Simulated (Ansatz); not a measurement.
`C[SiH](O)Br` + HCl → `O[SiH](Cl)Br` + CH₄ at 500 K and 1 bar (ligand exchange at the Si–C bond).

Program: Ansatz. Geometries: PBE0-D4/def2-TZVP. ΔE: electronic, gas phase. CCSD(T)/CBS is the MP2 limit (def2-TZVPP, def2-QZVPP) plus CCSD(T) − MP2 in def2-TZVPP, frozen cores. This one scheme is used for every species. For Br outer-core shells are correlated without core-valence functions, which leaves a few kJ/mol of doubt a bond. Scalar relativity is left out up to krypton. One conformer a species, not always the lowest.

```csv
species,CCSD(T)/CBS energy (Eh),H − E (kJ/mol),S (J/(mol·K))
`C[SiH](O)Br`,-2978.74949,202.7,397.7
HCl,-460.38127,32.5,201.9
`O[SiH](Cl)Br`,-3398.70645,105.0,380.5
CH₄,-40.46206,135.6,206.8
```

H − E and S are ideal-gas, rigid-rotor, harmonic terms from PBE0-D4/def2-TZVP, for one conformer and one mirror image of each species. 1 Eh = 2625.50 kJ/mol, R = 8.31446 J/(mol·K).

Q: By hand: ΔE, ΔH, ΔS and ΔG.

A: ΔE = (-3398.70645) + (-40.46206) − (-2978.74949) − (-460.38127) = -0.03775 Eh = -99.1 kJ/mol. Δ(H − E) = 105.0 + 135.6 − 202.7 − 32.5 = 5.4, so ΔH = -93.7 kJ/mol. ΔS = 380.5 + 206.8 − 397.7 − 201.9 = -12.3 J/(mol·K). ΔG = -93.7 − 500 × (-12.3)/1000 = -87.5 kJ/mol.

Q: By hand: the equilibrium constant, and the temperature at which ΔG would vanish if ΔH and ΔS stayed fixed.

A: log₁₀ K = −ΔG/(RT ln 10) = 9.1. ΔG = 0 at ΔH/ΔS = 7618 K, far beyond where these terms or the molecules hold.

The number of gas molecules stays the same, so ΔS is small and ΔH decides. A doubt of 5 kJ/mol in ΔE shifts log₁₀ K by 0.5 here. Other conformers and mirror images would add mixing entropy, several J/(mol·K) or more a flexible species. These are equilibria of isolated gas molecules and say nothing of rates. Largest T1 diagnostic: 0.009 (customary marks: 0.02 for closed shells, 0.045 for open ones).
